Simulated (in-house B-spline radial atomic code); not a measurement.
## Sr³⁺: [Ne] 3s2 (3p1/2)1 (3p3/2)4 3d10 4s2 (4p1/2)2 (4p3/2)3 (7f5/2)1 (an excited or competing configuration)

Computed with a B-spline radial code for spherical atoms: Dirac-Hartree-Fock, average of the jj configuration, Fermi nucleus of rms radius 4.224 fm.

Effective charges: Z_r = [3n² - l(l+1)]/(2<r>) from the radius, Z_e = n√(-2ε) from the energy, and Slater's rules. Values are occupation-weighted means over j. An effective charge above Z reflects the relativistic contraction of the inner shells.

```
shell  electrons   ε (eV)  <r> (bohr)    Z_r    Z_e  Slater
   1s          2   -16281     0.03914  38.32  34.59   37.70
   2s          2  -2330.6      0.1716  34.96  26.18   33.85
   2p          6  -2073.5      0.1502  33.28  24.69   33.85
   3s          2  -437.37      0.4849  27.84  17.01   27.10
   3p          5  -353.39      0.4924  25.39  15.29   27.10
   3d         10   -212.1      0.4844  21.67  11.84   17.85
   4s          2  -96.733       1.276  18.80  10.67   11.45
   4p          5  -72.536       1.406  16.36   9.24   11.45
   7f          1  -4.6345          16   4.22   4.09    4.00
```

The least bound orbital is 7f5/2 at -4.634 eV, and it is also the most diffuse (<r> = 16 bohr). The part-filled 3p shell lies below the filled 4s shell in orbital energy.

For the 1s electron the small component carries 1.91 % of the norm, the zero-frequency Breit interaction raises the level by 27.91 eV, self-energy by 15.05 eV, and vacuum polarisation lowers it by 1.622 eV.

The density falls to 0.001 bohr⁻³ at 3.02 bohr; Σ<r²> = 311.03 bohr² gives, by the non-relativistic formula and without the paramagnetism of open shells, a Langevin diamagnetic susceptibility of -246.3×10⁻⁶ cm³/mol.
